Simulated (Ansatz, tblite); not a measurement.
Spin states of PbSe₂⁺ (the lowest doublet isomer of a short search), each relaxed with r2SCAN-D4/def2-TZVP in Ansatz. Electronic energies in the gas phase.

In the def2 sets Pb takes a core potential; there is no spin–orbit coupling. The xTB rows come from tblite. HSE06 is defined as in plane-wave codes, on full-range PBE exchange. Correlated methods freeze 22 core orbitals; core or outer-core shells of Pb, Se are correlated, in sets that lack core-valence functions. The rows differ in basis, and correlated rows in double-zeta sets carry the largest basis error. The structure comes from a short search, and lower isomers may exist.

Doublet geometry (C2v within 0.1 Å):

```xyz
3

Pb   -0.073    0.815   -1.427
Se    0.698   -1.205    0.224
Se   -0.625    0.390    1.204
```

Quartet geometry (C2v within 0.1 Å):

```xyz
3

Pb   -0.985    1.568   -0.624
Se    0.118   -0.616    1.324
Se    0.867   -0.952   -0.700
```

⟨S²⟩: doublet 0.76 at PBE0-D4/def2-TZVP (pure 0.75), quartet 3.76 at PBE0-D4/def2-TZVP (pure 3.75).

Only these spin states were relaxed.

```
              level  quartet − doublet (kJ/mol)  lowest of these
       HF/def2-TZVP                       116.8          doublet
r2SCAN-D4/def2-TZVP                       186.6          doublet
 HSE06-D4/def2-TZVP                       190.6          doublet
  RPA@PBE/def2-TZVP                       176.4          doublet
```

Task: Estimate the rows for GFN2-xTB, PBE-D4/def2-TZVP, MP2/def2-SVP, CCSD(T)/def2-SVP.

Result: 
```csv
level,quartet − doublet (kJ/mol),lowest of these
GFN2-xTB,211.5,doublet
PBE-D4/def2-TZVP,195.9,doublet
MP2/def2-SVP,171.3,doublet
CCSD(T)/def2-SVP,167.2,doublet
```

The xTB methods have no spin-polarisation term.
